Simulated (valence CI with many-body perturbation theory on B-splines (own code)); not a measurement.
# Ag41+: electric-dipole lines

Level of theory: relativistic CI+MBPT: four valence electrons over a frozen Dirac-Fock core [He], a basis of 11 s, 11 p, 9 d, 7 f, 5 g, 2 h, 1 i functions for each j, with the one-electron correlation potential Σ1 (screened to all orders), the two-electron term Σ2, the three-electron term Σ3, Breit, model QED; selected single and double excitations, second order for the rest (own B-spline code, finite nucleus).

The last digits are not significant, and no measured levels were compared; by estimate large intervals hold to a few tenths of a per cent, small ones and those within an open d or f shell to about a per cent. Among the levels kept, up to 290 cm⁻¹ of a level comes from second order outside the variational space, and about a tenth of that is noise between levels of different J, which matters for small intervals.

Lines 101 to 150 of 244 in falling wavelength, among levels below 4213.4 eV, chosen from the strongest by gf and those to the six lowest levels. Wavelengths and rates use the calculated energies. Electric multipoles are in the length gauge, E1 and E2 with the static RPA response of the core. Weak lines are less certain than strong ones. Lines between different terms over intervals too small for the method are left out, as are lines whose strength nearly cancels. The highest levels of a list are the least certain.

Levels are named by their leading jj configuration (3d3/2^4 stands for four electrons in 3d with j = 3/2), which in mixed levels can hold well under half, so a name can repeat and another be missing. Letters in brackets count levels of one name in rising energy.

```csv
λ vac (Å),Upper,Lower,A (s⁻¹),S (a.u.) with core polarisation,S without
3.533,(2s^2 2p1/2 3s) J=1,(2s^2 2p1/2 2p3/2) J=1,4.33e+12,2.83e-04,2.82e-04
3.455,(2s 2p1/2 2p3/2 3d5/2) J=2 [a],(2s 2p1/2 2p3/2^2) J=1 [a],2.77e+13,2.82e-03,2.82e-03
3.454,(2s 2p1/2^2 3d3/2) J=1,(2s 2p1/2^2 2p3/2) J=1,1.98e+13,1.21e-03,1.21e-03
3.445,(2s 2p1/2 2p3/2 3d5/2) J=1 [a],(2s 2p1/2 2p3/2^2) J=1 [a],2.42e+13,1.46e-03,1.47e-03
3.443,(2s 2p1/2 2p3/2 3d5/2) J=2 [b],(2s 2p1/2 2p3/2^2) J=1 [b],1.48e+13,1.49e-03,1.49e-03
3.440,(2s 2p1/2 2p3/2 3d5/2) J=3 [b],(2s 2p1/2 2p3/2^2) J=2 [b],1.14e+13,1.60e-03,1.60e-03
3.439,(2s 2p1/2 2p3/2 3d5/2) J=2 [b],(2s 2p1/2 2p3/2^2) J=2 [b],2.05e+13,2.06e-03,2.06e-03
3.434,(2s 2p1/2 2p3/2 3d5/2) J=1 [b],(2s 2p1/2 2p3/2^2) J=1 [b],1.12e+14,6.74e-03,6.74e-03
3.434,(2s 2p1/2 2p3/2 3d5/2) J=1 [a],(2s 2p1/2 2p3/2^2) J=0,1.01e+14,6.04e-03,6.05e-03
3.430,(2s 2p1/2 2p3/2 3d5/2) J=0,(2s 2p1/2 2p3/2^2) J=1 [b],2.01e+14,4.00e-03,4.01e-03
3.430,(2s^2 2p3/2 3p3/2) J=2,(2s 2p1/2^2 2p3/2) J=1,2.49e+12,2.48e-04,2.48e-04
3.422,(2s 2p1/2 2p3/2 3d3/2) J=2 [c],(2s 2p1/2 2p3/2^2) J=1 [b],4.02e+13,3.97e-03,3.98e-03
3.420,(2s 2p1/2 2p3/2 3d3/2) J=1 [c],(2s 2p1/2 2p3/2^2) J=1 [b],3.11e+13,1.84e-03,1.85e-03
3.419,(2s 2p1/2^2 3d5/2) J=2,(2s 2p1/2^2 2p3/2) J=1,1.78e+14,1.75e-02,1.76e-02
3.417,(2s 2p1/2 2p3/2 3d3/2) J=2 [c],(2s 2p1/2 2p3/2^2) J=2 [b],7.34e+13,7.23e-03,7.24e-03
3.412,(2s 2p1/2 2p3/2 3d3/2) J=1 [a],(2s 2p1/2 2p3/2^2) J=2 [a],2.19e+13,1.29e-03,1.29e-03
3.409,(2s 2p1/2 2p3/2 3d5/2) J=1 [b],(2s 2p1/2 2p3/2^2) J=0,3.09e+13,1.81e-03,1.81e-03
3.408,(2s 2p1/2 2p3/2 3s) J=2 [b],(2s 2p1/2^2 2p3/2) J=1,2.35e+12,2.29e-04,2.29e-04
3.408,(2s 2p1/2 2p3/2 3d3/2) J=2 [c],(2s 2p1/2 2p3/2^2) J=1 [a],2.14e+13,2.09e-03,2.09e-03
3.405,(2s 2p1/2 2p3/2 3d3/2) J=2 [b],(2s 2p1/2 2p3/2^2) J=3,2.66e+13,2.59e-03,2.59e-03
3.404,(2s 2p1/2 2p3/2 3d3/2) J=3 [b],(2s 2p1/2 2p3/2^2) J=3,2.93e+13,3.99e-03,3.99e-03
3.403,(2s 2p1/2^2 3d3/2) J=1,(2s 2p1/2^2 2p3/2) J=2,5.90e+12,3.45e-04,3.45e-04
3.402,(2s 2p1/2 2p3/2 3s) J=2 [a],(2s 2p1/2^2 2p3/2) J=2,4.07e+13,3.95e-03,3.95e-03
3.401,(2s^2 2p1/2 3d3/2) J=2,(2s^2 2p1/2 2p3/2) J=2,3.59e+13,3.49e-03,3.49e-03
3.399,(2s 2p1/2^2 3d3/2) J=2,(2s 2p1/2^2 2p3/2) J=2,1.45e+13,1.40e-03,1.41e-03
3.397,(2s^2 2p3/2 3p3/2) J=3,(2s 2p1/2^2 2p3/2) J=2,6.53e+11,8.84e-05,8.81e-05
3.391,(2s 2p1/2 2p3/2 3d5/2) J=3 [b],(2s 2p1/2 2p3/2^2) J=3,1.21e+14,1.63e-02,1.63e-02
3.390,(2s 2p1/2 2p3/2 3d5/2) J=2 [b],(2s 2p1/2 2p3/2^2) J=3,3.58e+13,3.44e-03,3.44e-03
3.389,(2s^2 2p1/2 3d3/2) J=2,(2s^2 2p1/2 2p3/2) J=1,3.13e+12,3.00e-04,3.01e-04
3.388,(2s 2p1/2 2p3/2 3d5/2) J=2 [a],(2s 2p1/2 2p3/2^2) J=2 [a],1.22e+14,1.17e-02,1.17e-02
3.388,(2s^2 2p3/2 3d3/2) J=2,(2s^2 2p3/2^2) J=2,6.10e+11,5.85e-05,5.85e-05
3.388,(2s^2 2p3/2 3d5/2) J=1,(2s^2 2p3/2^2) J=0,2.42e+14,1.39e-02,1.39e-02
3.387,(2s^2 2p1/2 3d3/2) J=1,(2s^2 2p1/2 2p3/2) J=2,5.07e+12,2.92e-04,2.92e-04
3.387,(2s 2p1/2 2p3/2 3d5/2) J=3 [a],(2s 2p1/2 2p3/2^2) J=2 [a],1.22e+14,1.63e-02,1.64e-02
3.385,(2s^2 2p3/2 3d3/2) J=3,(2s^2 2p3/2^2) J=2,3.91e+12,5.24e-04,5.25e-04
3.384,(2s 2p1/2^2 3d5/2) J=3,(2s 2p1/2^2 2p3/2) J=2,1.97e+14,2.64e-02,2.64e-02
3.383,(2s 2p1/2 2p3/2 3s) J=1 [a],(2s 2p1/2^2 2p3/2) J=2,4.02e+12,2.30e-04,2.29e-04
3.383,(2s 2p1/2 2p3/2 3d5/2) J=4 [b],(2s 2p1/2 2p3/2^2) J=3,2.72e+14,4.68e-02,4.69e-02
3.381,(2s^2 2p3/2 3d3/2) J=1,(2s^2 2p3/2^2) J=2,4.30e+13,2.46e-03,2.46e-03
3.381,(2s 2p1/2 2p3/2 3s) J=1 [b],(2s 2p1/2^2 2p3/2) J=1,4.84e+12,2.77e-04,2.76e-04
3.380,(2s^2 2p1/2 3d5/2) J=2,(2s^2 2p1/2 2p3/2) J=2,2.89e+13,2.75e-03,2.75e-03
3.377,(2s^2 2p1/2 3d5/2) J=3,(2s^2 2p1/2 2p3/2) J=2,1.99e+14,2.65e-02,2.65e-02
3.377,(2s 2p1/2 2p3/2 3d3/2) J=3 [b],(2s 2p1/2 2p3/2^2) J=2 [a],1.38e+14,1.83e-02,1.83e-02
3.376,(2s 2p1/2 2p3/2 3s) J=2 [c],(2s 2p1/2^2 2p3/2) J=1,3.36e+12,3.19e-04,3.17e-04
3.376,(2s 2p1/2 2p3/2 3s) J=1 [c],(2s 2p1/2^2 2p3/2) J=1,6.14e+12,3.50e-04,3.49e-04
3.376,(2s 2p1/2 2p3/2 3s) J=0,(2s 2p1/2^2 2p3/2) J=1,1.09e+13,2.06e-04,2.05e-04
3.375,(2s^2 2p1/2 3d3/2) J=1,(2s^2 2p1/2 2p3/2) J=1,2.93e+13,1.67e-03,1.67e-03
3.374,(2s 2p1/2 2p3/2 3d3/2) J=3 [c],(2s 2p1/2 2p3/2^2) J=3,1.68e+13,2.23e-03,2.23e-03
3.372,(2s^2 2p3/2 3d5/2) J=2,(2s^2 2p3/2^2) J=2,1.81e+14,1.72e-02,1.72e-02
3.372,(2s 2p1/2 2p3/2 3p1/2) J=3,(2s^2 2p3/2^2) J=2,6.63e+12,8.78e-04,8.79e-04
```
